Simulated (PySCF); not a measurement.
# Telling isomers of CH₉OPSi₂ apart by NMR

Level of theory: GFN2-xTB structure, GIAO PBE0/pcSseg-1 shieldings, in PySCF (relativity neglected, rapidly exchanging positions averaged, single conformer, isolated molecule).

Scale: TMS for 1H and 13C (reference shieldings calculated alike). Splittings of carbon signals by F and P are missing where no couplings were computed. Where no couplings were computed, multiplicities follow the n + 1 count of equivalent neighbours, and m marks all less simple cases (inequivalent or close neighbours, rings, F or P nearby). Shifts are as computed. Against solution values, carbons near 30 ppm lie about +3 ppm off and those near 130 ppm about +5 ppm (rms about the fit 2.1 ppm; single classes can miss by 10 ppm). Of 1328 compounds with measured shifts, 309 miss one by over three times the rms of a fit or turn the order of signals round; such compounds aren't used in these exercises. Signals without a measured value on file couldn't be tested in this way; 1H shifts scatter by 0.2 ppm about their fit, and single ones miss by 0.5 ppm. OH and NH positions are gas-phase values without hydrogen bonding to other molecules.

Tabulate the signals of `C[Si@](O)([SiH3])P`, `C[Si@H](P)O[SiH3]` and their relative energies.

Answers


| SMILES | carbon types | δC | δH | E rel. (kcal/mol) |
| --- | --- | --- | --- | --- |
| C[Si@](O)([SiH3])P | 1×CH3 | 8.6 | 3.47 (m, 3H), 1.06 (m, 2H), 1.01 (br s, 1H), 0.45 (m, 3H) | 19.2 |
| C[Si@H](P)O[SiH3] | 1×CH3 | 3.6 | 5.94 (m, 1H), 5.11 (s, 3H), 1.05 (m, 2H), 0.37 (m, 3H) | 0.0 |

Energies are electronic energies at PBE0/pcSseg-1 on these geometries, without zero-point or thermal terms, each for the one conformer computed, which needn't be the lowest.
